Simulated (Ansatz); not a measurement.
An input meant for C₂H₂GeN₂⁺, that is Ge(CN)2H2 with one electron fewer (charge 1, doublet).

```yaml
crystal:
  periodic: [true, true, true]
  atoms:
    - {symbol: Ge, position_ang: [-0.498186, 0.013607, -0.356473]}
    - {symbol: C, position_ang: [-0.453279, -0.013593, 1.558378]}
    - {symbol: N, position_ang: [-0.467219, -0.022997, 2.722258]}
    - {symbol: C, position_ang: [1.326944, -0.014216, -0.937525]}
    - {symbol: N, position_ang: [2.426037, -0.030344, -1.320432]}
    - {symbol: H, position_ang: [-1.141794, 1.314908, -0.814510]}
    - {symbol: H, position_ang: [-1.192504, -1.247365, -0.851707]}
basis:
  gaussian: {orbitals: cc-pVTZ}
total_charge: 1
magnetization: {spin_polarized: true, initial_magnetization: 1}
hamiltonian: {xc: {name: revPBE0}, pseudopotentials: {relativity: scalar}}
output: {forces: true}
```

```sh
$ ansatz run in.yaml --threads 2 --pin off --events-out ev --progress --plain --max-ram 4352MiB
```

It prints (some lines left out):

```
Error: YAML parse error: error: line 2 column 3: crystal: missing field `lattice` (a structure is typed as `lattice` and `atoms`, a molecule's as `atoms` in Å alone, or read from a run's directory, `checkpoint`)
 --> <input>:2:3
1 | crystal:
2 |   periodic: [true, true, true]
3 |   atoms:
4 |     - {symbol: Ge, position_ang: [-0.498186, 0.013607, -0.356473]}
```

Something in this input is off. What?

The species is marked periodic without a cell. The program refused the input.
